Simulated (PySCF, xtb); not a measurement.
N-silylprop-2-yn-1-amine (C₃H₇NSi), SMILES C(C#C)N[SiH3]. The values are those of a single conformer.

Harmonic wavenumbers (cm⁻¹) from GFN2-xTB in xtb at its own minimum, in rising order: 61, 118, 195, 256, 306, 471, 536, 574, 606, 639, 674, 750, 794, 821, 835, 961, 978, 1138, 1166, 1296, 1366, 1442, 2188, 2249, 2280, 2283, 2884, 2947, 3391, 3440.

### Question
What does PBE-D3(BJ)/def2-SVP in PySCF give at its own minimum? (The exact figures need the calculation; the answer reports its results.)

### Answer
56, 110, 203, 240, 323, 487, 532, 638, 660, 665, 681, 765, 872, 916, 933, 947, 949, 1110, 1189, 1303, 1365, 1384, 2118, 2156, 2164, 2178, 2942, 2986, 3406, 3492. Paired by order, the mean absolute difference is 41 cm⁻¹ and the zero-point energies are 53.8 and 54.0 kcal/mol.
